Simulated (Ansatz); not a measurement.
Pulling on the Br1–H2 bond in HBr (multiplicity 1 held). Energies count from the point at 1.425 Å.


Unrestricted levels (U-) break spin symmetry where that is lower.

Codes used: Ansatz (a program for electronic structure). Each number belongs to the level named beside it.

Problem. Estimate the energy at R = 5.699 Å that U-HF/cc-pVTZ returns for this input.

Solution. 271 kJ/mol

Problem. Predict the energy at R = 5.699 Å from U-PBE/cc-pVTZ.

Solution. 389 kJ/mol

Doubts at one or more of the structures used: a spin-contaminated determinant (U-HF/cc-pVTZ, U-PBE/cc-pVTZ).
